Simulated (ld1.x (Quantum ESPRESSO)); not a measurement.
# Reading a pseudo-wave (potassium)

Columns: radius, all-electron u(r) and pseudo u(r) of the 3d shell (level -3.81 eV) of potassium in the configuration [Ne] 3s2 3p6 3d0 4s0 4p0; PBE, scalar-relativistic, TM semilocal scheme, ld1.x (Quantum ESPRESSO) 7.5.

| r (bohr) | all-electron | pseudo |
| --- | --- | --- |
| 0.210 | 0.0527 | 0.0033 |
| 0.420 | 0.1801 | 0.0249 |
| 0.630 | 0.3024 | 0.0773 |
| 0.840 | 0.3962 | 0.1625 |
| 1.050 | 0.4594 | 0.2713 |
| 1.260 | 0.4970 | 0.3865 |
| 1.470 | 0.5164 | 0.4888 |
| 1.680 | 0.5240 | 0.5634 |
| 1.890 | 0.5237 | 0.6040 |
| 2.100 | 0.5184 | 0.6130 |
| 2.310 | 0.5097 | 0.5981 |
| 2.520 | 0.4988 | 0.5693 |
| 2.730 | 0.4861 | 0.5352 |
| 2.940 | 0.4720 | 0.5016 |
| 3.150 | 0.4565 | 0.4715 |
| 3.360 | 0.4397 | 0.4458 |
| 3.570 | 0.4218 | 0.4235 |
| 3.780 | 0.4030 | 0.4032 |
| 3.990 | 0.3836 | 0.3836 |
| 4.200 | 0.3639 | 0.3639 |
| 4.410 | 0.3443 | 0.3443 |
| 4.620 | 0.3248 | 0.3248 |
| 4.830 | 0.3058 | 0.3058 |
| 5.040 | 0.2873 | 0.2873 |
| 5.250 | 0.2694 | 0.2694 |
| 5.460 | 0.2523 | 0.2523 |

Task: How many radial nodes do the two functions have?

Result: The all-electron 3d function has n − l − 1 = 0; the pseudo-wave has 0.

Task: At about which radius was the pseudo-wave matched?

Result: 4.20 bohr. The columns agree to 0.0005 from 3.78 bohr on; several derivatives are matched, so the curves merge somewhat inside the radius.

Task: Is the pseudo-wave norm-conserving?

Result: Yes: the TM semilocal scheme keeps the norm inside the radius equal to the all-electron one, which fixes the energy derivative of the logarithmic derivative at the level.
